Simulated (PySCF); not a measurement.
Cl$_{3}$Sb (SMILES [Cl][Sb]([Cl])[Cl]), singlet, geometry from GFN2-xTB (core potentials on Sb); DF-PBE/def2-TZVP (PySCF).

PySCF was given this input:
```python
from pyscf import gto, scf, dft

mol = gto.M(
    atom='''
Sb    0.004843   -0.000785    0.619287
Cl   -1.760197   -0.965587   -0.606784
Cl    0.035972    2.004188   -0.617068
Cl    1.709696   -1.036248   -0.634009
''',
    basis='def2-tzvp',
    ecp={'Sb': 'def2-tzvp'},
    charge=0,
    spin=0,
    verbose=5,
)

mf = dft.RKS(mol)
mf.xc = 'pbe'
mf.grids.level = 0
mf = mf.density_fit(auxbasis='def2-universal-jkfit')
mf.kernel()
mf.analyze()
```

What the program printed (banner, timings and long lists left out):

```
PySCF version 2.14.0

[INPUT] verbose = 5
[INPUT] max_memory = 4000
[INPUT] num. atoms = 4
[INPUT] num. electrons = 74
[INPUT] charge = 0
[INPUT] spin (= nelec alpha-beta = 2S) = 0
[INPUT] symmetry False subgroup None
[INPUT] Mole.unit = angstrom
[INPUT] Symbol           X                Y                Z      unit          X                Y                Z       unit  Magmom
[...]
[INPUT] ---------------- BASIS SET ----------------
[INPUT] l, kappa, [nprim/nctr], expnt,             c_1 c_2 ...
[INPUT] Cl
[...]
                                10426.15688       0.0041990463961
                                2373.2334061      0.021592141679
                                671.56420071      0.084598850094
                                218.4199979       0.24757249724
                                77.572249714      0.47016930228
                                28.888815277      0.37436370716
[...]
                                39.339582961      0.10786112456
                                7.6740679989      -0.27408821574
[...]
                                1.8385832573      0.68636955368
[...]
                                157.6424169       0.018879300374
                                50.262520978      0.087206341273
                                18.536078105      0.2528561297
                                7.2940532777      0.4350715482
[...]
                                1.011                1
[...]
[INPUT] Sb
[...]
                                238.84452097      0.0013393778746
                                23.998118809      -0.049388154574
                                15.193124213      0.43392227254
[...]
                                6.5259774794      0.79235280226
[...]
                                16.374479088      0.073728000195
                                9.7216283345      -0.27230028128
[...]
                                1.4711045033      0.50364242075
                                0.75165385301     0.18706666294
[...]
                                30.47423372       0.0059411139166
                                18.228418239      -0.010563706947
                                4.3291456646      0.20348177341
                                2.1294818496      0.42748378928
                                0.99682636692     0.38539560809
[...]
nuclear repulsion = 395.686532977581
number of shells = 55
number of NR pGTOs = 280
number of NR cGTOs = 161
basis = def2-tzvp
ecp = {'Sb': 'def2-tzvp'}

[...]
converged SCF energy = -1620.46228713161
Total Energy =                       -1620.462287131605081
[...]
1 Cl 6px         0.00444
1 Cl 6py         0.00243
1 Cl 6pz         0.00309
1 Cl 3dxy        0.00433
1 Cl 3dyz        0.00270
1 Cl 3dz^2      -0.00106
1 Cl 3dxz        0.00493
1 Cl 3dx2-y2     0.00277
1 Cl 4dxy        0.00412
1 Cl 4dyz        0.00272
1 Cl 4dz^2      -0.00074
1 Cl 4dxz        0.00498
1 Cl 4dx2-y2     0.00264
1 Cl 4f-3       -0.00007
1 Cl 4f-2       -0.00034
1 Cl 4f-1        0.00003
1 Cl 4f+0        0.00008
1 Cl 4f+1        0.00005
1 Cl 4f+2       -0.00021
1 Cl 4f+3       -0.00001
2 Cl 1s         -0.00001
2 Cl 2s          0.00000
2 Cl 3s          0.00115
2 Cl 4s         -0.02812
2 Cl 5s          0.00410
2 Cl 2px        -0.00000
2 Cl 2py        -0.00001
2 Cl 2pz         0.00000
2 Cl 3px         0.00005
2 Cl 3py         0.00330
2 Cl 3pz        -0.00203
2 Cl 4px        -0.00051
2 Cl 4py        -0.03329
2 Cl 4pz         0.02051
2 Cl 5px         0.00015
2 Cl 5py         0.01008
2 Cl 5pz        -0.00711
2 Cl 6px        -0.00008
2 Cl 6py        -0.00504
2 Cl 6pz         0.00311
2 Cl 3dxy        0.00017
2 Cl 3dyz       -0.00565
2 Cl 3dz^2      -0.00101
2 Cl 3dxz       -0.00009
2 Cl 3dx2-y2    -0.00510
2 Cl 4dxy        0.00016
2 Cl 4dyz       -0.00570
2 Cl 4dz^2      -0.00069
2 Cl 4dxz       -0.00009
2 Cl 4dx2-y2    -0.00486
2 Cl 4f-3       -0.00006
2 Cl 4f-2       -0.00002
2 Cl 4f-1       -0.00005
2 Cl 4f+0        0.00009
2 Cl 4f+1       -0.00000
2 Cl 4f+2        0.00040
2 Cl 4f+3        0.00000
3 Cl 1s         -0.00001
3 Cl 2s          0.00000
3 Cl 3s          0.00115
3 Cl 4s         -0.02811
3 Cl 5s          0.00410
3 Cl 2px        -0.00000
3 Cl 2py         0.00000
3 Cl 2pz         0.00000
3 Cl 3px         0.00281
3 Cl 3py        -0.00170
3 Cl 3pz        -0.00206
3 Cl 4px        -0.02830
3 Cl 4py         0.01719
3 Cl 4pz         0.02079
3 Cl 5px         0.00857
3 Cl 5py        -0.00521
3 Cl 5pz        -0.00720
3 Cl 6px        -0.00429
3 Cl 6py         0.00260
3 Cl 6pz         0.00315
3 Cl 3dxy       -0.00448
3 Cl 3dyz        0.00296
3 Cl 3dz^2      -0.00093
3 Cl 3dxz       -0.00487
3 Cl 3dx2-y2     0.00233
3 Cl 4dxy       -0.00427
3 Cl 4dyz        0.00298
3 Cl 4dz^2      -0.00061
3 Cl 4dxz       -0.00491
3 Cl 4dx2-y2     0.00222
3 Cl 4f-3       -0.00006
3 Cl 4f-2        0.00036
3 Cl 4f-1        0.00002
3 Cl 4f+0        0.00009
3 Cl 4f+1       -0.00004
3 Cl 4f+2       -0.00019
3 Cl 4f+3       -0.00001

WARN: Weak orthogonality for localized orbitals 1.0042273576342663e-09

Dipole moment(X, Y, Z, Debye):  0.02282,  0.00080,  2.84330
```
